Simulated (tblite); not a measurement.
Run record: tight-binding relaxation, `[SiH2](C#C)[Si@@]([SiH3])(O[SiH3])[GeH3]`.

Computed with GFN2-xTB geometry optimisation, gas phase (tblite 0.8.0). Start geometry: from a force field or distance geometry. The command runs a driver script over a list of jobs; the input below is this job's line of settings and its coordinates in Å.

Command:
```bash
OMP_NUM_THREADS=1 python probes_run.py task.json out
```

Input:
```
{"job": {"kind": "relax", "xc": "GFN2-xTB", "basis": "xTB"}, "charge": 0, "multiplicity": 1}
C      3.336800     1.143300     1.393400
C      2.517200     0.290600     1.135100
Si     1.312900    -1.007500     0.767600
Si    -0.267500    -0.129900    -0.585000
Si     0.796400     0.743700    -2.318900
Ge    -1.356800     1.602700     0.505600
O     -1.355100    -1.333700    -1.184400
Si    -2.280600    -1.944300     0.138900
H      4.040800     1.898700     1.614000
H      1.964100    -2.122100     0.082000
H      0.691600    -1.476400     2.014500
H      1.737800     1.763700    -1.847800
H     -0.188100     1.362700    -3.222200
H      1.536500    -0.314800    -3.035400
H     -1.961500     1.097700     1.840500
H     -0.326600     2.723600     0.825600
H     -2.472500     2.159800    -0.403400
H     -3.131000    -3.053800    -0.357300
H     -3.179200    -0.905500     0.673100
H     -1.420300    -2.488100     1.201600
```

Output:
```
step      E/eV     max force
  0    -633.43366    2.947
  1    -633.63394    3.370
  2    -633.67810    4.366
  3    -633.87990    0.825
  4    -633.94649    0.608
  5    -634.07205    1.028
  6    -634.12090    0.679
  7    -634.19480    0.490
  8    -634.23286    0.558
  9    -634.27344    0.451
... (77 lines left out)
 87    -634.57927    0.025
 88    -634.57937    0.023
 89    -634.57943    0.017
 90    -634.57947    0.014
 91    -634.57950    0.013
 92    -634.57954    0.019
 93    -634.57960    0.024
 94    -634.57967    0.019
 95    -634.57971    0.011
 96    -634.57973    0.009
```

«max force» is the largest atomic force in eV/Å.

Problem. From which step on does the largest force stay under 0.1 eV/Å, and how much energy is left to gain from there?

Solution. From step 47 (0.084 eV/Å), 13.9 meV above the end.

In short: energy lowered by 26.4 kcal/mol over 96 steps; largest atomic force 0.009 eV/Å at the end.

Problem. Where do the atoms end?

Solution. 0.529 Å rms from the input after alignment:
```
atom  x, y, z in Å
C1     3.5795    1.2490    1.5473
C2     2.7709    0.3786    1.3604
Si3    1.5106   -0.9464    1.0691
Si4   -0.0843   -0.0487   -0.3904
Si5    0.5131    0.5529   -2.5618
Ge6   -1.2317    1.7241    0.6976
O7    -1.1820   -1.2579   -0.6094
Si8   -2.4855   -2.1012   -0.1651
H9     4.2891    2.0084    1.7148
H10    2.2495   -2.1016    0.5296
H11    1.0259   -1.3408    2.4062
H12    1.5101    1.6271   -2.4880
H13   -0.5846    1.0564   -3.3989
H14    1.1268   -0.5464   -3.3159
H15   -1.8317    1.4473    2.0547
H16   -0.3486    2.9092    0.9850
H17   -2.3913    2.3679   -0.0226
H18   -2.8497   -2.8331   -1.3728
H19   -3.5179   -1.1584    0.2645
H20   -2.0735   -2.9757    0.9333
```

Problem. Estimate the wall time. Hardware: one thread, Arm Neoverse V1 (aarch64), no GPU (shared host).

Solution. About 1.4 s.
Labels such as C1 count atoms from 1, the log's own numbers from 0.
